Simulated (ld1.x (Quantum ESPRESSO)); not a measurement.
Which change was made? (Be, RRKJ)

ld1.x (Quantum ESPRESSO) 7.5 input, shortened:

```
&input
   title='Be', zed=4., rel=1, dft='PBE', iswitch=3,
   config='[He] 2s1.5 2p0.5 3d-2'
 /
 &inputp
   pseudotype=2, tm=.false., rho0=0.005, lloc=1,
   nlcc=.true.
 /
3
2S  1  0   1.50   0.00  1.65  1.65  0.0
3D  3  2  -2.00   0.45  3.20  3.20  0.0
2P  2  1   0.50   0.00  3.50  3.50  0.0
 &test
   configts(1)='2s1.5 2p0.5'
 /
```

Cutoffs, loose and tight: the cutoffs (Ry, on a coarse ladder) from which the occupation-weighted sum of valence levels, in a spherical-Bessel basis at the reference potential, stays within 10 and 1 mRy of its value at 400 Ry. They do not see the model core or the augmentation charge, which bear on the density cutoff. Test errors are all-electron minus pseudo excitation energies from the reference, over the configurations 2s2 2p0; 2s1 2p0; 2s1.5 2p0; 2s0 2p1; 2s1 2p1; 2s0 2p2; variants that change the core or the reference have their own tests.

The base gives: outcome: generated; cutoff, loose: 10 Ry; cutoff, tight: 18 Ry; bound ghosts: none; largest test error (meV): -86.

**Question.** After one change the result is: outcome: generated; cutoff, loose: 10 Ry; cutoff, tight: 18 Ry; bound ghosts: none; largest test error (meV): -31. Which change was it?
A. wave 2p (bound): rc 3.50 bohr becomes 2p (bound): rc 4.30 bohr
B. core none, valence charge 4; reference 1s2 2s2 2p0; waves now 1s (bound): rc 0.40 bohr; 2p (bound): rc 4.20 bohr; 3d channel at 0.45 Ry: rc 4.05 bohr; local potential the d channel; core correction none
C. wave 2p (bound): rc 3.50 bohr becomes 2p (bound): rc 2.80 bohr

**Answer.** C. The others give: core none, valence charge 4; reference 1s2 2s2 2p0; waves now 1s (bound): rc 0.40 bohr; 2p (bound): rc 4.20 bohr; 3d channel at 0.45 Ry: rc 4.05 bohr; local potential the d channel; core correction none → outcome: failed: run_pseudo: Errors in PS-KS equation | wave 2p (bound): rc 3.50 bohr becomes 2p (bound): rc 4.30 bohr → outcome: generated; cutoff, loose: 10 Ry; cutoff, tight: 18 Ry; bound ghosts: d; largest test error (meV): -162.
